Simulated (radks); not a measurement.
Initial-state core-level shifts of neutral lanthanum when its valence configuration changes from [Xe] 5d1 6s2. All-electron calculation, Dirac Kohn-Sham, BLYP, spin-unpolarised, spherical densities, finite nucleus; open shells are shared between the two j in proportion to 2j + 1; Fermi nuclear charge, rms radius 4.855 fm. Program: a radial shooting solver on a logarithmic mesh with Libxc functionals. Shifts are changes of the shell-averaged eigenvalues in eV (positive: less bound); the change of the density at the nucleus, which sets a Mossbauer isomer shift, is in e/bohr^3, on a base of 3.518e+05.

| valence | 2p | 3d | 4s | 5p | density at nucleus |
|---|---|---|---|---|---|
| 5d2 6s1 | +1.621 | +1.618 | +1.594 | +1.415 | -19.92 |
| 6s2 6p1 | -3.178 | -3.170 | -3.121 | -2.773 | +10.00 |
| 5d2 6p1 | +0.569 | +0.561 | +0.536 | +0.370 | -34.28 |
| 5d1.5 6s0.5 6p1 | -0.229 | -0.236 | -0.250 | -0.324 | -25.05 |
